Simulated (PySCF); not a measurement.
Isomers of C6H13PS, from PySCF 2.14.0, PBE0-D3(BJ)/def2-SVP geometry optimisation, gas phase. One conformer each, no zero-point energy, no frequencies.

Task: Which is lower in electronic energy at this level?
A. `[CH3:1][S:2][CH2:3][PH:4][CH:5]1[CH2:6][CH2:7][CH2:8]1` with C1–S2–C3–P4 70°, S2–C3–P4–C5 73°, C3–P4–C5–C6 58°, P4–C5–C6–C7 141°, C5–C6–C7–C8 -18°, C6–C7–C8–C5 18°, P4–C5–C8–C7 -145°: A = 2953, B = 704.7, C = 657.9 MHz, dipole 0.66 D
B. `[CH2:1]=[CH:2][P@@:3]([CH3:4])(=[S:5])[CH:6]([CH3:7])[CH3:8]` with C1–C2–P3–C4 -126°, C2–P3–C6–C7 -64°: A = 1605, B = 1173, C = 1083 MHz, dipole 4.35 D

Result: B. That is `S=[P@](C(C)C)(C)C=C`, 31.4 kcal/mol below the other.

```
              SMILES                                                 mapped SMILES      E (Eh)  relative (kcal/mol)  relative (kJ/mol)  dipole (D)
C=C[P@@](C)(=S)C(C)C  [CH2:1]=[CH:2][P@@:3]([CH3:4])(=[S:5])[CH:6]([CH3:7])[CH3:8]  -975.08853                  0.0                0.0        4.35
          CSCPC1CCC1        [CH3:1][S:2][CH2:3][PH:4][CH:5]1[CH2:6][CH2:7][CH2:8]1  -975.03842                 31.4              131.6        0.66
```

As drawn, the lower has a C=C bond outside aromatic rings, which the higher lacks; the higher has a four-membered ring, which the lower lacks.
